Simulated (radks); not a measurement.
Task: The terbium ion Tb11+, configuration [Kr] 4d10 4f6 5s2 (the NIST ground configuration). Calculated with a radial shooting solver on a logarithmic mesh with Libxc functionals: scalar-relativistic Kohn-Sham, r2SCAN, spin-polarised, spherical densities, finite nucleus; open shells are filled with parallel spins first (spin-orbit coupling, left out, can overturn this in heavy ions); meta-GGA in the generalised Kohn-Sham scheme; Fermi nuclear charge, rms radius 5.06 fm. Some entries of the table are withheld. Estimate them.

orbital,occ.,eigenvalue (eV),<r> (bohr),<r^2> (bohr^2)
1s down,1,-52131.81,0.02151,0.0006318
1s up,1,-52131.78,0.02151,0.0006318
2s down,1,-8831.655,0.09147,0.009885
2s up,1,-8831.651,0.09148,0.009886
2p down,3,-7866.913,0.08089,0.007989
2p up,3,-7866.912,0.08089,0.007990
3s up,1,-2125.170,0.2391,0.06533
3s down,1,-2121.331,0.2388,0.06517
3p up,3,-1826.065,0.2379,0.06562
3p down,3,-1822.230,0.2376,0.06543
3d up,5,-1435.909,0.2167,0.05515
3d down,5,-1432.940,0.2162,0.05492
4s up,1,-585.2093,0.5379,0.3260
4s down,1,-576.8676,0.5384,0.3267
4p up,3,-485.3631,(1),0.3651
4p down,3,-477.0981,(2),0.3662
4d up,5,-347.4197,0.6077,0.4257
4d down,5,-339.1470,0.6095,0.4286
5s up,1,-216.4045,1.143,1.454
5s down,1,-212.2542,1.159,1.493
4f up,6,-194.7610,(3),0.5645
4f down,0,-186.4161,(4),0.5798

Result: 
(1) 4p up <r> (bohr): 0.5672
(2) 4p down <r> (bohr): 0.5680
(3) 4f up <r> (bohr): 0.6873
(4) 4f down <r> (bohr): 0.6954
